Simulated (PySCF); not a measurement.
Nb(S)(F)(NH2)2 (FH4N2NbS), SMILES [NH2][Nb]([NH2])([F])=[S], multiplicity 1. Geometry: PBE-D3(BJ)/def2-SVP. The multiplicity is an assumed one; no other spin state was optimised. The structure was generated by enumeration; whether it is a known compound was not checked. The def2 effective core potentials stand for the cores of Nb; spin–orbit coupling is left out. One conformer was computed; it need not be the lowest.

Computed with PySCF with PBE-D3(BJ)/def2-SVP.

Harmonic wavenumbers (cm⁻¹): 149, 151, 177, 178, 194, 207, 363, 460, 498, 509, 516, 582, 667, 682, 683, 1443, 1447, 3449, 3452, 3551, 3551. Rotational constants (GHz): 2.822, 1.958, 1.928; symmetry number 1.

**Question.** Work out the zero-point energy and the ideal-gas rigid-rotor harmonic-oscillator thermochemistry at 298.15 K and 1 atm.

**Answer.** ZPE = ½ Σ hcν = ½ × 22910 cm⁻¹ = 32.75 kcal/mol. H − E(el) = 38.52 kcal/mol. Entropy in cal/(mol K): translation 41.40, rotation 27.80, vibration 19.62, total 88.83. G − E(el) = 12.03 kcal/mol. Cp = 29.63 cal/(mol K). Modes under 150 cm⁻¹ make the vibrational entropy uncertain.
